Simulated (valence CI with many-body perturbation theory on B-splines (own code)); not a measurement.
# E1 line list for Zr⁹⁺

Computed by valence CI with perturbative core correlation (CI+MBPT): three valence electrons over a frozen Dirac-Fock core [Ar] 3d10, radial functions for each j: 11 s, 11 p, 9 d, 7 f, 5 g, 2 h, 1 i, with the one-electron correlation potential Σ1 (screened to all orders), the two-electron term Σ2, the three-electron term Σ3, Breit, model QED; selected single and double excitations, second order for the rest, scaled by the run's own slope (own B-spline code, finite nucleus).

No measured levels were compared; by estimate levels hold to about 250 cm⁻¹ or 0.2 % of their energy and the worst to 1 %, as in measured heavy ions of charge 2 to 7; those with d or f electrons hold less well.

Lines 151 to 200 of 265 in falling wavelength, among levels below 785380 cm⁻¹, chosen from the strongest by gf and those to the six lowest levels. Wavelengths and rates use the calculated energies, so an error of 800 cm⁻¹ moves a line at 29.79 nm by 0.24 % and its rate by three times that or more. Electric multipoles are in the length gauge, E1 and E2 with the static RPA response of the core. Weak lines are less certain than strong ones. Lines between different terms over intervals too small for the method are left out, as are lines whose strength nearly cancels. Where a level lies close to another of its J and parity, the split of strength between their lines is uncertain. The highest levels of a list are the least certain.

Names give the largest LS component (configuration and term), which can be under half, so a name can repeat, a term be missing and a line seem to break the LS rules; names also repeat where a configuration has a term twice. Letters in brackets count levels of one name in rising energy.

| λ vac (nm) | Upper | Lower | A (s⁻¹) | S (a.u.) |
| --- | --- | --- | --- | --- |
| 29.79 | 4s4p4d ⁴P°_5/2 | 4s4p² ⁴P_5/2 | 6.00e+09 | 4.70e-01 |
| 29.78 | 4p²4d ²P_1/2 | 4p³ ⁴S°_3/2 [a] | 1.06e+10 | 2.77e-01 |
| 29.73 | 4s4p4d ²D°_5/2 [b] | 4s4p² ²P_3/2 | 7.78e+10 | 6.05e+00 |
| 29.71 | 4s²4d ²D_3/2 | 4s²4p ²P°_3/2 | 9.73e+09 | 5.04e-01 |
| 29.69 | 4p²4d ⁴P_5/2 | 4p³ ²D°_5/2 | 2.07e+10 | 1.60e+00 |
| 29.55 | 4p²4d ⁴P_5/2 | 4p³ ⁴S°_3/2 [b] | 2.29e+10 | 1.75e+00 |
| 29.53 | 4s4p4d ⁴D°_3/2 [a] | 4s4p² ⁴P_5/2 | 1.95e+09 | 9.94e-02 |
| 29.50 | 4s4p4d ²D°_3/2 [b] | 4s4p² ²P_1/2 | 5.92e+10 | 3.00e+00 |
| 29.46 | 4s²4d ²D_5/2 | 4s²4p ²P°_3/2 | 5.17e+10 | 3.91e+00 |
| 29.43 | 4p²4d ²D_3/2 | 4p³ ²D°_5/2 | 5.04e+09 | 2.54e-01 |
| 29.22 | 4s4p4d ²P°_1/2 [a] | 4s4p² ²S_1/2 | 9.21e+09 | 2.27e-01 |
| 29.02 | 4p²4d ²D_5/2 | 4p³ ²D°_5/2 | 1.32e+10 | 9.57e-01 |
| 28.99 | 4s4p4d ²F°_7/2 [a] | 4s4p² ²D_5/2 | 1.71e+10 | 1.65e+00 |
| 28.98 | 4s4p4d ⁴P°_5/2 | 4s4p² ⁴P_3/2 | 3.30e+10 | 2.38e+00 |
| 28.83 | 4p²4d ⁴P_5/2 | 4p³ ⁴S°_3/2 [a] | 1.64e+10 | 1.16e+00 |
| 28.80 | 4p²4d ⁴P_1/2 | 4p³ ⁴S°_3/2 [b] | 3.08e+10 | 7.27e-01 |
| 28.73 | 4s4p4d ⁴D°_3/2 [a] | 4s4p² ⁴P_3/2 | 7.08e+09 | 3.32e-01 |
| 28.69 | 4p²4d ⁴P_3/2 | 4p³ ²D°_5/2 | 4.42e+09 | 2.06e-01 |
| 28.59 | 4p²4d ²D_3/2 | 4p³ ⁴S°_3/2 [a] | 5.41e+10 | 2.50e+00 |
| 28.58 | 4s4p4d ⁴D°_1/2 | 4s4p² ⁴P_3/2 | 6.95e+08 | 1.60e-02 |
| 28.55 | 4p²4d ⁴P_3/2 | 4p³ ⁴S°_3/2 [b] | 5.28e+10 | 2.43e+00 |
| 28.48 | 4s4p4d ⁴D°_3/2 [b] | 4s4p² ⁴P_5/2 | 1.55e+10 | 7.06e-01 |
| 28.47 | 4s4p4d ⁴D°_5/2 | 4s4p² ⁴P_5/2 | 3.26e+10 | 2.23e+00 |
| 28.44 | 4s4p4d ⁴D°_7/2 | 4s4p² ⁴P_5/2 | 6.18e+10 | 5.61e+00 |
| 28.28 | 4p²4d ²F_5/2 [b] | 4p³ ²D°_5/2 | 1.61e+10 | 1.07e+00 |
| 28.24 | 4s4p4d ²D°_3/2 [a] | 4s4p² ⁴P_5/2 | 1.42e+09 | 6.33e-02 |
| 28.20 | 4p²4d ²D_5/2 | 4p³ ⁴S°_3/2 [a] | 4.35e+10 | 2.88e+00 |
| 28.15 | 4p²4d ²F_5/2 [b] | 4p³ ⁴S°_3/2 [b] | 4.58e+10 | 3.02e+00 |
| 28.12 | 4s4p4d ²D°_5/2 [a] | 4s4p² ⁴P_5/2 | 6.03e+09 | 3.97e-01 |
| 28.12 | 4p²4d ⁴P_1/2 | 4p³ ⁴S°_3/2 [a] | 3.93e+10 | 8.62e-01 |
| 28.05 | 4s²4d ²D_3/2 | 4s²4p ²P°_1/2 | 4.78e+10 | 2.08e+00 |
| 28.04 | 4s4p4d ²P°_1/2 [b] | 4s4p² ²S_1/2 | 3.02e+10 | 6.58e-01 |
| 28.00 | 4s4p4d ⁴D°_3/2 [a] | 4s4p² ⁴P_1/2 | 4.20e+10 | 1.82e+00 |
| 27.85 | 4s4p4d ⁴D°_1/2 | 4s4p² ⁴P_1/2 | 6.31e+10 | 1.35e+00 |
| 27.79 | 4s4p4d ⁴P°_1/2 | 4s4p² ⁴P_3/2 | 4.33e+10 | 9.18e-01 |
| 27.73 | 4s4p4d ⁴D°_3/2 [b] | 4s4p² ⁴P_3/2 | 3.33e+10 | 1.40e+00 |
| 27.72 | 4s4p4d ⁴D°_5/2 | 4s4p² ⁴P_3/2 | 2.26e+10 | 1.42e+00 |
| 27.71 | 4s4p4d ²P°_3/2 [b] | 4s4p² ²S_1/2 | 1.21e+10 | 5.10e-01 |
| 27.71 | 4s4p4d ²F°_7/2 [b] | 4s4p² ²D_5/2 | 5.45e+10 | 4.58e+00 |
| 27.57 | 4s4p4d ²F°_5/2 [b] | 4s4p² ²D_5/2 | 2.77e+09 | 1.72e-01 |
| 27.51 | 4s4p4d ²D°_3/2 [a] | 4s4p² ⁴P_3/2 | 8.85e+08 | 3.64e-02 |
| 27.49 | 4p²4d ²F_5/2 [b] | 4p³ ⁴S°_3/2 [a] | 1.05e+10 | 6.47e-01 |
| 27.40 | 4s4p4d ²D°_5/2 [a] | 4s4p² ⁴P_3/2 | 4.58e+07 | 2.79e-03 |
| 27.32 | 4s4p4d ²P°_3/2 [a] | 4s4p² ²D_3/2 | 1.10e+08 | 4.42e-03 |
| 27.28 | 4s4p4d ²F°_5/2 [b] | 4s4p² ²D_3/2 | 5.08e+10 | 3.05e+00 |
| 27.13 | 4s4p4d ²F°_5/2 [a] | 4s4p² ⁴P_5/2 | 9.93e+07 | 5.87e-03 |
| 27.10 | 4s4p4d ⁴P°_1/2 | 4s4p² ⁴P_1/2 | 3.71e+08 | 7.30e-03 |
| 27.05 | 4s4p4d ⁴D°_3/2 [b] | 4s4p² ⁴P_1/2 | 1.11e+09 | 4.33e-02 |
| 26.84 | 4s4p4d ²D°_3/2 [a] | 4s4p² ⁴P_1/2 | 1.52e+09 | 5.79e-02 |
| 26.60 | 4s4p4d ²P°_1/2 [a] | 4s4p² ²D_3/2 | 9.24e+07 | 1.72e-03 |
